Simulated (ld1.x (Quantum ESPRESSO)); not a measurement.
## Scattering properties, RRKJ potential for N (Z = 7)

ld1.x (Quantum ESPRESSO) 7.5 input, shortened:

```
&input
   title='N', zed=7., rel=1, dft='PBESOL', iswitch=3,
   config='[He] 2s1 2p4 3d-2'
 /
 &inputp
   pseudotype=2, tm=.false., rho0=0.01, lloc=1,
   nlcc=.false.
 /
3
2S  1  0   1.00   0.00  1.10  1.10  0.0
3D  3  2  -2.00   0.40  1.70  1.70  0.0
2P  2  1   4.00   0.00  1.85  1.85  0.0
 &test
   configts(1)='2s1 2p4'
 /
```

The phase is arctan(r·u′/u) with u = r·R(r), unwrapped; energies in Ry, scanned from -3 to 5 Ry. A pole is an energy at which the radial function vanishes at the test radius. The pseudo phase is shifted by a multiple of π to meet the all-electron one at the reference energy, and phase errors are pseudo minus all-electron; the curves can meet again beyond the range given. Levels narrower than the energy grid can be missing from the lists of poles.

```json
{"channel": "s", "radius (bohr)": "2.01", "reference energy (Ry)": "-1.39", "poles, all-electron": "-0.66", "poles, pseudo": "-0.65", "unbroken range about the reference energy with phases within 0.05 rad": "below 2.0", "phase error 1 Ry above the reference energy (rad)": "+0.005"}
{"channel": "p", "radius (bohr)": "2.01", "reference energy (Ry)": "-0.55", "poles, all-electron": "0.20", "poles, pseudo": "0.23", "unbroken range about the reference energy with phases within 0.05 rad": "below 1.7", "phase error 1 Ry above the reference energy (rad)": "+0.013"}
{"channel": "d", "radius (bohr)": "2.01", "reference energy (Ry)": "0.40", "poles, all-electron": "none", "poles, pseudo": "none", "unbroken range about the reference energy with phases within 0.05 rad": "the whole range", "phase error 1 Ry above the reference energy (rad)": "-0.002"}
```

Phases in the p channel:

| E (Ry) | all-electron | pseudo |
| --- | --- | --- |
| -3.00 | 1.251 | 1.254 |
| -2.76 | 1.232 | 1.235 |
| -2.52 | 1.208 | 1.212 |
| -2.28 | 1.179 | 1.183 |
| -2.04 | 1.140 | 1.145 |
| -1.80 | 1.087 | 1.093 |
| -1.56 | 1.007 | 1.015 |
| -1.32 | 0.876 | 0.885 |
| -1.08 | 0.622 | 0.632 |
| -0.84 | 0.069 | 0.077 |
| -0.60 | -0.728 | -0.727 |
| -0.36 | -1.198 | -1.196 |
| -0.12 | -1.419 | -1.414 |
| 0.12 | -1.541 | -1.533 |
| 0.36 | -1.622 | -1.610 |
| 0.60 | -1.682 | -1.667 |
| 0.84 | -1.732 | -1.713 |
| 1.08 | -1.778 | -1.754 |
| 1.32 | -1.823 | -1.792 |
| 1.56 | -1.870 | -1.830 |
| 1.80 | -1.923 | -1.869 |
| 2.04 | -1.984 | -1.913 |
| 2.28 | -2.061 | -1.963 |
| 2.52 | -2.160 | -2.022 |
| 2.76 | -2.297 | -2.096 |
| 3.00 | -2.491 | -2.191 |
| 3.24 | -2.768 | -2.317 |
| 3.48 | -3.129 | -2.489 |
| 3.72 | -3.507 | -2.724 |
| 3.96 | -3.816 | -3.027 |
| 4.20 | -4.036 | -3.362 |
| 4.44 | -4.188 | -3.666 |
| 4.68 | -4.296 | -3.901 |
| 4.92 | -4.375 | -4.072 |
